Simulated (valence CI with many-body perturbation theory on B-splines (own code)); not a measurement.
## Questions on Br29+

Method: relativistic CI+MBPT: four valence electrons over a frozen Dirac-Fock core [He], radial functions for each j: 9 s, 9 p, 8 d, 6 f, 3 g, 1 h, with the one-electron correlation potential Σ1 (screened to all orders), the two-electron term Σ2, the three-electron term Σ3, Breit, model QED; selected single and double excitations, second order for the rest, scaled by the run's own slope (own B-spline code, finite nucleus).

The last digits are not significant, and no measured levels were compared; by estimate large intervals hold to a few tenths of a per cent, small ones and those within an open d or f shell to about a per cent. Among the levels kept, up to 890 cm⁻¹ of a level comes from second order outside the variational space, and about a tenth of that is noise between levels of different J, which matters for small intervals.

Levels are named by their leading jj configuration (3d3/2^4 stands for four electrons in 3d with j = 3/2), which in mixed levels can hold well under half, so a name can repeat and another be missing.

Rates and lifetimes use the calculated energies. Strong lines usually hold to 10 to 20 %, long lifetimes can be off by a factor of two.

What is the ground level?

(2s^2 2p1/2^2) J=0, composition 80 % 2s2 2p2 3P + 20 % 2s2 2p2 1S.

How well does LS coupling describe the low levels?

Among the lowest 20 levels the leading LS term, summed over configurations, holds 70 % on average. For single configurations the figures are 70 % in LS and 89 % in jj coupling. Terms mix most in the J = 2 level at 1912.4 × 10³ cm⁻¹, where the leading one holds 42 %.

What is the ionisation energy?

3366.8 eV; NIST lists 3361 ± 3 eV (semi-empirical).

Where does the other parity begin?

At (2s 2p1/2^2 2p3/2) J=2, 1083.2 × 10³ cm⁻¹.

What are the static dipole polarisabilities of the lowest levels?

(2s^2 2p1/2^2) J=0 0.00333; (2s^2 2p1/2 2p3/2) J=1 0.00379 (tensor 0.00020); (2s^2 2p1/2 2p3/2) J=2 0.00358 (tensor 0.00036) bohr³, of which the core gives 5.84e-06.
